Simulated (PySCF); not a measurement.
Input of a run (PBE0-D3(BJ)/def2-SVP geometry optimisation, gas phase (PySCF 2.14.0)), started from GFN2-xTB:
```
{"job": {"xc": "PBE0", "basis": "def2-SVP", "d3": "d3bj", "grid": 1, "shake": 0.01, "kind": "geom"}, "charge": 0, "multiplicity": 1}
O      1.360920     0.507500     0.888990
B      0.544520    -0.189050     0.052490
O      0.956720    -1.319410    -0.562700
Si    -1.244670     0.456610    -0.303800
F     -2.113810     0.471800     1.085940
H      2.224520     0.219200     1.064230
H      1.878450    -1.626230    -0.370140
H     -2.117370    -0.380360    -1.145830
H     -1.431470     1.842790    -0.742920
```

Output (energies in Eh, forces in Eh/bohr):
```
step   0  E = -566.46240282  max force = 0.045696
step   1  E = -566.47082882  max force = 0.015597
step   2  E = -566.47225441  max force = 0.004367
step   3  E = -566.47234950  max force = 0.003787
step   4  E = -566.47255568  max force = 0.000557
step   5  E = -566.47256801  max force = 0.000311
optimisation converged
```

Problem. Summarise the run.

Solution. The energy falls by 26.7 kJ/mol over 6 energy and gradient evaluations, the largest force component goes from 0.0457 to 3.1e-04 Eh/bohr, and the atoms move by 0.064 Å rms after alignment. The bond that changes most is B2–Si4 (three-coordinate boron to fluorine-bound silicon), which lengthens by 0.098 Å. Bonds longer at the end by more than 0.005 Å: 5 of 8; shorter: 1. Among the angles that change most is B2–Si4–H9, from 119.2° to 111.5°. The energy never rose by more than 1e-6 Eh on the way. The first step brought 83 % of the lowering.

Problem. What are the final bond lengths?

Solution. O1–B2 1.359 Å, B2–O3 1.360 Å, B2–Si4 2.033 Å, Si4–F5 1.637 Å, O1–H6 0.965 Å, O3–H7 0.965 Å, Si4–H8 1.493 Å, Si4–H9 1.496 Å. Numbering counts from 1 in the input's order; the species is `OB(O)[SiH2]F`.

The run used 94 basis functions and 43 SCF cycles in all. The run took 26 s wall on an Arm Neoverse N1 with one thread (shared host), and the process peaked at 0.39 GiB of memory.

PBE0-D3(BJ)/def2-SVP frequencies: not computed here. One conformer, not necessarily the lowest.

The values belong to the conformer `[OH:1][B:2]([OH:3])[SiH2:4][F:5]`: O1–B2–Si4–F5 -61°, H–O1–B2–O3 -2°, H–O3–B2–O1 0°.
